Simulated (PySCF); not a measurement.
**How the method changes the constants of NbB**

State: ⁷Σ⁺ (septet), unpaired electrons σ ↑↑, π ↑↑, δ ↑↑. Set-up: Nb def2-TZVPP with ECP28, B def2-TZVPP; scalar-relativistic core potentials (PySCF 2.14). De refers to Nb (4d4 5s1) + B in their high-spin ground configurations, without counterpoise correction. The functionals are run spin-unrestricted. A positive dipole means Nb(−)B(+). Levels whose curve was spin-contaminated or gave no clean fit are not listed.

```tsv
Level	Re (Å)	ωe (cm⁻¹)	De (eV)	μ (D)	CPU s a point (SCF and correlation, without the integrals)
UHF	2.109	620	n/a	-4.13	1.1
PBE	2.119	613	3.51	-2.32	1.2
revPBE	2.129	602	3.32	-2.37	0.75
BLYP	2.135	595	3.17	-2.25	0.75
r²SCAN	2.114	624	3.30	-2.71	2
B3LYP	2.112	622	2.91	-2.56	2.1
PBE0	2.098	639	3.11	-2.74	2.4
M06-2X	2.068	674	3.24	-2.69	3
LC-ωPBE	2.074	675	2.81	-3.69	2
```

Q: What does a quarter of exact exchange do here, going from PBE to PBE0?

A: PBE0 less PBE: -2.1 pm in Re, +4.2 % in ωe, -0.40 eV in De. Exact exchange removes part of the self-interaction that spreads semilocal densities, and in most molecules shortens and stiffens the bond and lowers De; so it does here.

Q: What does the three-parameter hybrid form, with a fifth of exact exchange, do here, going from BLYP to B3LYP?

A: B3LYP less BLYP: -2.3 pm in Re, +4.5 % in ωe, -0.26 eV in De. Exact exchange removes part of the self-interaction that spreads semilocal densities, and in most molecules shortens and stiffens the bond and lowers De; so it does here.

The metal atom is held in its measured ground configuration; semilocal functionals can put another filling of s and d lower by some tenths of an eV, and De to that atom would be smaller. These are scalar-relativistic numbers at best; spin–orbit coupling would shift them, the dissociation energy most. The state is the lowest single determinant that the PBE0 search found; with open d or f shells the true ground state can be another one.

The whole job (state search and all levels along the bond) took about 6.7 min on 1 thread of Arm Neoverse V2 (shared host), peak memory 2.3 GiB.
